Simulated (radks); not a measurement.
Question: The magnesium ion Mg6+ is in [He] 2s2 2p2. All-electron calculation, non-relativistic Kohn-Sham, PBE, spin-polarised, spherical densities, point nucleus. Program: a radial shooting solver on a logarithmic mesh with Libxc functionals. Open shells are filled with parallel spins first. One electron is removed from 2s, 2p, 1s in turn, with full relaxation. Which removal costs least, and what does each cost?

Answer: 2p 225.91 eV; 2s 240.44 eV; 1s 1514.8 eV. The 2p electron leaves first.
